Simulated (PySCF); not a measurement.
**Trend along the fourth-period p block: MF cations**

PBE0 with double-zeta basis sets in PySCF, for the lowest determinant that a PBE0 search found; no spin–orbit coupling. De refers to high-spin ground-configuration atoms (the charge goes to the atom of lower measured ionisation energy or higher electron affinity, which is not always the lowest computed limit). A positive dipole points towards F; it is taken about the centre of mass and depends on that origin.

```csv
M,basis,charged atom,state (unpaired electrons),Re (Å),ωe (cm⁻¹),De (eV),μ (D)
Ga,aug-cc-pVDZ-PP/aug-cc-pVDZ,Ga+,doublet (σ ↑),1.728,665,1.29,-3.68
Ge,cc-pVDZ-PP/cc-pVDZ,Ge+,singlet (closed shell),1.710,791,5.40,-3.03
As,pcseg-1,As+,doublet (π ↑),1.706,799,4.27,-2.62
Se,cc-pVDZ-PP/cc-pVDZ,Se+,triplet (π ↑↑),1.693,810,3.08,-2.17
Br,aug-cc-pVDZ-PP/aug-cc-pVDZ,Br+,doublet (π ↑),1.702,802,2.55,-1.54
```

The shortest bond is that of SeF⁺ (1.693 Å), the longest that of GaF⁺ (1.728 Å). GeF⁺ is bound most strongly (5.40 eV) and GaF⁺ least (1.29 eV).

The rows differ in basis set, which adds steps of its own.

The state changes along the series, so neighbouring rows are not always alike in their bonding.

Spin–orbit coupling is left out. For an ion De counts to the pair picked by the measured ionisation energies or electron affinities, which need not be the lowest pair at this level. States were picked by a PBE0 search and need not be the measured ground states.
